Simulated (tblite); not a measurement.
A tight-binding relaxation on `[C@H]1([SiH2]C[C@@H](C#C)[C@@H]1Br)F`.

Computed with GFN2-xTB geometry optimisation, gas phase (tblite 0.8.0). Start geometry: from a force field or distance geometry. The input is one job of a driver script: a line of settings, then coordinates in Å.

Command:
```bash
OMP_NUM_THREADS=1 python probes_run.py task.json out
```

Input:
```
{"job": {"kind": "relax", "xc": "GFN2-xTB", "basis": "xTB"}, "charge": 0, "multiplicity": 1}
C      2.927800     0.307300    -0.305800
C      1.847700    -0.236800    -0.297200
C      0.547300    -0.927600    -0.263400
C     -0.398500    -0.338900    -1.374100
Si    -1.350800     1.110700    -0.526500
C     -0.734300     0.670500     1.197100
F     -1.719800     0.766500     2.115700
C     -0.136500    -0.745300     1.116000
Br    -1.522100    -2.134100     1.346300
H      3.864600     0.793900    -0.320700
H      0.718500    -1.986000    -0.486100
H     -1.142700    -1.097500    -1.665300
H      0.135600    -0.003300    -2.245200
H     -0.824000     2.421800    -1.009800
H     -2.816700     0.955900    -0.732100
H      0.051600     1.384500     1.492100
H      0.545100    -0.929700     1.949100
```

Output:
```
step      E/eV     max force
  0    -745.31266    1.665
  1    -745.37990    2.354
  2    -745.39317    2.254
  3    -745.44120    0.345
  4    -745.45287    0.346
  5    -745.46757    0.468
  6    -745.47657    0.299
  7    -745.48362    0.202
  8    -745.48824    0.194
  9    -745.49167    0.180
... (49 lines left out)
 59    -745.53898    0.010
 60    -745.53899    0.010
 61    -745.53902    0.013
 62    -745.53905    0.016
 63    -745.53909    0.014
 64    -745.53913    0.013
 65    -745.53916    0.014
 66    -745.53920    0.014
 67    -745.53923    0.016
 68    -745.53926    0.009
```

«max force» is the largest atomic force in eV/Å.

In short: energy lowered by 5.2 kcal/mol over 68 steps; largest atomic force 0.009 eV/Å at the end.

Where do the atoms end?

0.177 Å rms from the input after alignment:
```
atom  x, y, z in Å
C1     2.8174    0.3986   -0.2247
C2     1.7859   -0.2077   -0.2477
C3     0.5290   -0.9338   -0.2773
C4    -0.3949   -0.3790   -1.3797
Si5   -1.3630    1.0553   -0.5729
C6    -0.6044    0.6951    1.1621
F7    -1.4645    0.8988    2.2215
C8    -0.1649   -0.7571    1.0750
Br9   -1.7484   -1.9159    1.1369
H10    3.7265    0.9219   -0.2091
H11    0.7495   -1.9938   -0.4514
H12   -1.0666   -1.1687   -1.7171
H13    0.1972   -0.0791   -2.2427
H14   -0.9390    2.3773   -1.0281
H15   -2.8069    0.8576   -0.5418
H16    0.2779    1.3123    1.3742
H17    0.4622   -1.0699    1.9130
```

Time: 1.1 s wall. Hardware: Arm Neoverse N1, one thread, on a shared host.
Labels such as C1 count atoms from 1, the log's own numbers from 0.
